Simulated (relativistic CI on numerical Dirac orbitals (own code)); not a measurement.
# Hyperfine structure of Ti3+, mass number 49

Method of calculation: Dirac-Coulomb-Breit CI, orbitals from a KLI potential per configuration, QED by a radiative potential, valence Slater integrals scaled by 0.85, P86 correlation energy added to each configuration (own radial code, finite nucleus).

Configuration list (outside the closed core [Ne]): 3s2.3p6.3d, 3s2.3p6.4s, 3s2.3p6.4p, 3s2.3p5.3d2, 3s2.3p6.4d, 3s2.3p6.5s, 3s2.3p6.5p, 3s2.3p6.4f, 3s2.3p6.5d, 3s2.3p6.6s, 3s2.3p6.6p, 3s2.3p6.5f, 3s2.3p6.5g, 3s2.3p6.6d, 3s.3p6.3d2. Double excitations out of closed p, d and f shells are left out; levels of such configurations are missing from the list, as are those of other unlisted configurations, and high levels can miss mixing partners.

Nuclear spin I = 7/2, μ = -1.1037 μN, Q = 0.247 b (tables of Stone and Pyykkö). The electronic factors are computed for point nuclear moments, without core polarisation; leaving it out makes A of s and p electrons in near-neutral atoms 20 to 40 % too small, and it can dominate for d and f shells.

```
             Level  E (cm⁻¹)  A (MHz)  B (MHz)
 3s2.3p6.3d 2D_3/2       0.0     -124     60.4
 3s2.3p6.3d 2D_5/2     347.8   -55.09     85.4
 3s2.3p6.4s 2S_1/2   84575.6    -1689         
3s2.3p6.4p 2P°_1/2  131326.2   -389.7         
3s2.3p6.4p 2P°_3/2  132087.6    -74.8      109
 3s2.3p6.4d 2D_3/2  198934.7   -18.38     8.97
 3s2.3p6.4d 2D_5/2  199013.5   -8.046     12.7
 3s2.3p6.5s 2S_1/2  213662.1   -665.7
```

Levels with J = 0, under 50 % of one LS term, or S terms without an open s electron are left out. Small factors come from cancelling terms and can be off by tens of per cent or more.

For a near-neutral ion this model can misplace configurations by up to about 10,000 cm⁻¹ (more where the count of f electrons changes) and terms by 10 to 25 % of their spread. Rates follow the energies as ν³ (E1, M1) or ν⁵ (E2), so they and the lifetimes can be off by large factors. The fine structure of a lone outer electron comes out too small, for d and f at times inverted, and misplaced configurations move strength between like terms. 22 of the 29 excited levels that our extract of the measured tables holds in this range could be paired (the sources list more); they are missed by 2515 cm⁻¹ on average and 10748 at most, and levels without a partner can miss by more.

Give the hyperfine levels of 3s2.3p6.3d 2D_3/2 relative to its centre of gravity.

With K = F(F + 1) − I(I + 1) − J(J + 1), E = AK/2 + B[¾K(K + 1) − I(I + 1)J(J + 1)]/[2I(2I − 1)J(2J − 1)]: F = 2: 869.5, F = 3: 454.3, F = 4: -59.05, F = 5: -636 MHz.
